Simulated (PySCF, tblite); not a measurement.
Isomers of C5H11O2Si (doublet state), one GFN2-xTB conformer each. Single-point energies are computed at B3LYP/pcH-1 (PySCF, gas phase, no added dispersion term), electronic only. GFN2-xTB treats the open shell by occupation alone, and not every SCF solution was tested for stability.

Question: Rank them by B3LYP/pcH-1 energy, lowest first (kcal/mol).
A. `[CH3:1][O:2][C:3]([CH3:4])[CH2:5][SiH2:6][CH:7]=[O:8]` (doublet state) with C1–O2–C3–C4 -18°, O2–C3–C5–Si6 -100°, C3–C5–Si6–C7 35°, C5–Si6–C7–O8 -53°
B. `[CH3:1][CH2:2]/[C:3](=[CH:4]\[O:5][CH3:6])[O:7][SiH2:8]` (doublet state) with C1–C2–C3–C4 105°, C3–C4–O5–C6 158°, C2–C3–O7–Si8 -177°, C3–O7–Si8–H -48° and -173°
C. `[CH3:1][O:2][C@@H:3]([CH3:4])[CH:5][SiH2:6][CH:7]=[O:8]` (doublet state) with C1–O2–C3–C4 74°, O2–C3–C5–Si6 0°, C3–C5–Si6–C7 69°, C5–Si6–C7–O8 99°
D. `[CH3:1][CH2:2][O:3][SiH:4][O:5][CH:6]1[CH2:7][CH2:8]1` (doublet state) with C1–C2–O3–Si4 61°, C2–O3–Si4–O5 179°, O3–Si4–O5–C6 25°, Si4–O5–C6–C7 115°

Answer: D (0.0), B (25.6), A (41.4), C (42.8).

As drawn, the lowest has a three-membered ring and an Si–O bond, which the highest lacks; the highest has an Si–C bond, which the lowest lacks. Neighbours under 5.0 kcal/mol apart (CO[C](C)C[SiH2]C=O and CO[C@@H](C)[CH][SiH2]C=O) can change places with a better method, another conformer or zero-point energy. GFN2-xTB itself gives, in the same order: 0.0, 24.7, 70.8, 81.7. Both levels put the same isomer lowest; measured from each level's own lowest isomer, the values differ by up to 38.9 kcal/mol (CO[C@@H](C)[CH][SiH2]C=O: 81.7 against 42.8).

Question: What happens when harmonic zero-point energies from GFN2-xTB frequencies are added?

Answer: 
```
                  SMILES  ZPE (kcal/mol)  electronic (kcal/mol)  with ZPE (kcal/mol)
          CCO[SiH]OC1CC1            95.6                    0.0                  0.0
      CC/C(=C\OC)O[SiH2]            92.8                   25.6                 22.8
      CO[C](C)C[SiH2]C=O            90.6                   41.4                 36.5
CO[C@@H](C)[CH][SiH2]C=O            90.1                   42.8                 37.3
```

The zero-point energies span 5.5 kcal/mol. The order is unchanged.
